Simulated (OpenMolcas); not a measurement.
V4+ (d1) in a complex was computed by CASSCF with the d shell active (OpenMolcas, ANO-RCC-VDZP on the metal). Its lowest spin-free states, and all those of the highest spin:

| 2S+1 | Degeneracy | E (cm-1) |
| --- | --- | --- |
| 2 | 1 | 0.0 |
| 2 | 2 | 948.3 |
| 2 | 2 | 12934 |

Q: Is the site octahedral, tetrahedral or cube-like, axial, or of lower symmetry?

A: The states with 2S+1 = 2 have orbital degeneracies 1, 2, 2. There are pairs but no triples, so the site is axial: not cubic, but with a proper or improper axis of order three or more. The run had V4+ with 6 ligands (chloride) in trigonal prismatic coordination (D3h) at 2.34 Å, a polar angle of 46.6° against the regular 49.1°. A charge of +0.333 e stands 3.2 Å behind each ligand. Ligand basis ANO-RCC-VDZP.

The least metal-like active orbital is 76 % on the metal (Löwdin) and no ligand orbital is active, so the numbers are rough. Ligand-to-metal charge-transfer states are missing. With metal d orbitals alone and no dynamic correlation the field as a rule comes out too small, by tens of per cent, by up to half for chloride and softer ligands. No measured value stands beside these numbers; the geometry is a model, was not optimised and need not be the one that this ion takes.
